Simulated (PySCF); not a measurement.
Input of a run (PBE0-D3(BJ)/def2-SVP geometry optimisation, gas phase (PySCF 2.14.0)), started from GFN2-xTB:
```
{"job": {"xc": "PBE0", "basis": "def2-SVP", "d3": "d3bj", "grid": 1, "maxiter": 40, "kind": "geom"}, "charge": -1, "multiplicity": 1}
Si    -0.004470     0.005770     0.685050
F      1.428310    -0.030960    -0.216950
F     -0.687310     1.250250    -0.242810
F     -0.736530    -1.225060    -0.225300
```

Output (energies in Eh, forces in Eh/bohr):
```
step   0  E = -588.48161759  max force = 0.018714
step   1  E = -588.48242104  max force = 0.003404
step   2  E = -588.48264988  max force = 0.000979
step   3  E = -588.48265619  max force = 0.000307
optimisation converged
```

Question: Summarise the run.

Answer: The energy falls by 0.028 eV over 4 energy and gradient evaluations, the largest force component goes from 0.0187 to 3.1e-04 Eh/bohr, and the atoms move by 0.031 Å rms after alignment. Among the bonds, Si1–F3 and Si1–F4 change most and about equally (-0.006 Å). Bonds longer at the end by more than 0.005 Å: 0 of 3; shorter: 2. Among the angles that change most is F2–Si1–F4, from 93.6° to 96.3°. The energy never rose by more than 1e-6 Eh on the way. The first step brought 77 % of the lowering.

Question: What are the final bond lengths?

Answer: Si1–F2 1.690 Å, Si1–F3 1.690 Å, Si1–F4 1.690 Å. Numbering counts from 1 in the input's order; the species is [SiF3]-, `F[Si-](F)F`.

The run used 60 basis functions and 24 SCF cycles in all. Hardware: one thread of an x86-64 server, no GPU, shared host. Cost: 3.7 s.

Whether it is a minimum is left open (no frequencies).
